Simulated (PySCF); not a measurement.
C₆ coefficients of unlike pairs at M06-2X

Calculated with PySCF 2.14 from the dipole response of each species, C₆(A,B) = (3/π) ∫ α_A(iu) α_B(iu) du, in atomic units, from isotropic polarisabilities. For ions this is the dispersion term alone; charge-induced terms of lower order in 1/R come first.

```tsv
species	configuration	basis	relativity	α (bohr³)	C₆ (like pair)
Mn³⁺	[Ar] 3d4 (5D)	aug-cc-pVQZ (9s8p6d4f3g2h)	none	1.901	4.705
Se²⁺	[Ar] 3d10 4s2 4p2 (3P)	x2c-TZVPPall with one added diffuse shell each of s, p, d type (7s6p5d1f)	spin-free X2C	9.138	40.69
V³⁺	[Ar] 3d2 (3F)	aug-cc-pwCVTZ (10s9p7d4f3g)	none	2.178	5.556
```

Problem. Estimate C₆ for V³⁺ with Mn³⁺.

Solution. The integral gives 5.104. The combination rule 2 C_A C_B / (C_A α_B/α_A + C_B α_A/α_B) gives 5.106 and the geometric mean 5.113.

No spin-orbit coupling is included.

The other pairs:

| pair | C₆ |
| --- | --- |
| V³⁺, Se²⁺ | 13.65 |
| Se²⁺, Mn³⁺ | 12.26 |
